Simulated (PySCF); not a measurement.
silolane (C4H10Si), SMILES C1C[SiH2]CC1. Geometry optimised at B3LYP-D3(BJ)/def2-SVP. Other conformers were not sampled.

Computed equilibrium geometry at B3LYP-D3(BJ)/def2-SVP (PySCF confirms it by a frequency run) as a Z-matrix, and its point group (one conformer of several):
point group C2.
```
C
H 1 1.1029
H 1 1.1051 2 106.47
C 1 1.5393 2 111.36 3 118.50
H 4 1.1029 1 111.36 2 -62.26
H 4 1.1051 5 106.47 1 -118.50
C 1 1.5463 2 111.94 3 -119.52
H 7 1.1006 1 112.70 2 75.54
H 7 1.1037 8 106.92 1 121.19
C 4 1.5463 5 111.94 6 -119.52
H 10 1.1006 4 112.70 5 75.54
H 10 1.1037 11 106.92 4 121.19
Si 7 1.9079 8 114.61 9 120.76
H 13 1.4940 7 113.76 8 18.24
H 13 1.4940 14 107.97 10 -126.63
```
